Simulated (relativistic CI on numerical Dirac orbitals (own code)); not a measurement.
**What each ingredient does to the levels of Nb23+**

Base calculation: Dirac-Coulomb-Breit CI, KLI orbitals optimised for each configuration, QED by a radiative potential, unscaled Slater integrals.

Configurations in the expansion (outside the closed core [Ne]): 3s²3p⁶, 3s²3p⁵3d, 3s3p⁶3d, 3s²3p⁵4s, 3s²3p⁵4p, 3s²3p⁵4d, 3s3p⁶4s, 3p⁶3d4p, 3p⁶3d², 3p⁵3d³, 3p⁵3d²4s, 3p⁵3d²4p, 3p⁵3d²4d, 3p⁶3d4s, 3p⁵3d4s², 3p⁵3d4s4p, 3p⁵3d4s4d. Double excitations out of closed p, d and f shells are left out; levels of such configurations are missing from the list, as are those of other unlisted configurations, and high levels can miss mixing partners.

Variants: (1) Breit term removed; (2) one mean potential for all configurations. Shifts of the energy above 3s²3p⁶ ¹S0, in cm⁻¹, for the lowest level and the first level of each name with at least 55 % of one term (blank where a level changes its place among those of its configuration and J or its character, or is not in the variant):

```tsv
Level	Base	Δ(1)	Δ(2)
3s²3p⁶ ¹S0	0	0	0
3s²3p⁵3d ³P°0	860912	+1781	-219
3s²3p⁵3d ³P°1	880666	+2668	-219
3s²3p⁵3d ³P°2	920057	+3343	-220
3s²3p⁵3d ³F°3	921201	+2880	-218
3s²3p⁵3d ³F°4	929560	+4518	-219
3s²3p⁵3d ³D°3	995325	+3970	-221
3s²3p⁵3d ³D°1	1047537	+3834	-223
3s²3p⁵3d ³F°2	1080208	+5372	-220
3s²3p⁵3d ¹P°1	1321860	+4578	-304
3s3p⁶3d ³D1	1809965	+1913	+229
3s3p⁶3d ³D2	1820089	+2544	+218
3s3p⁶3d ³D3	1843032	+3881	+189
3s3p⁶3d ¹D2	1913782	+3309	+187
```

At this charge energies of transitions that change n are usually good to better than 1 %, and those within a shell (Δn = 0) to a few per cent.

Ionisation energy from the two ground configurations alone: base 1175.6 eV; Breit term removed 1176.25 eV. The NIST ASD value (semi-empirical) is 1176 eV.

LS names give the leading component of a level, which can be under half, so a name can repeat, a term be missing and a line seem to break the LS rules.
